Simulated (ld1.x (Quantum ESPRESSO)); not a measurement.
Reading a pseudo-wave (gallium)

Columns: radius, all-electron u(r) and pseudo u(r) of the 4s shell (level -8.95 eV) of gallium in the configuration [Ar] 3d10 4s2 4p1; PBE, scalar-relativistic, RRKJ scheme, ld1.x (Quantum ESPRESSO) 7.5.

```tsv
r (bohr)	all-electron	pseudo
0.135	-0.1883	-0.0293
0.270	0.0268	-0.0606
0.405	0.2756	-0.0961
0.540	0.3007	-0.1382
0.675	0.1754	-0.1889
0.810	-0.0061	-0.2502
0.945	-0.1890	-0.3223
1.080	-0.3484	-0.4030
1.215	-0.4762	-0.4871
1.350	-0.5721	-0.5665
1.485	-0.6395	-0.6324
1.620	-0.6825	-0.6790
1.755	-0.7057	-0.7048
1.890	-0.7128	-0.7128
2.025	-0.7075	-0.7075
2.160	-0.6926	-0.6926
2.295	-0.6704	-0.6704
2.430	-0.6431	-0.6431
2.565	-0.6122	-0.6122
2.700	-0.5791	-0.5791
2.835	-0.5447	-0.5447
2.970	-0.5101	-0.5101
3.105	-0.4757	-0.4757
3.240	-0.4421	-0.4421
3.375	-0.4096	-0.4096
3.510	-0.3785	-0.3785
```

Problem. How many radial nodes do the two functions have?

Solution. The all-electron 4s function has n − l − 1 = 3 (the table is too coarse to show those close to the nucleus); the pseudo-wave has 0, since the states of the same l below it are removed with the core.

Problem. At about which radius was the pseudo-wave matched?

Solution. 2.05 bohr. The columns agree to 0.0005 from 1.89 bohr on; several derivatives are matched, so the curves merge somewhat inside the radius.

Problem. Is the pseudo-wave norm-conserving?

Solution. Yes: the RRKJ scheme keeps the norm inside the radius equal to the all-electron one, which fixes the energy derivative of the logarithmic derivative at the level.
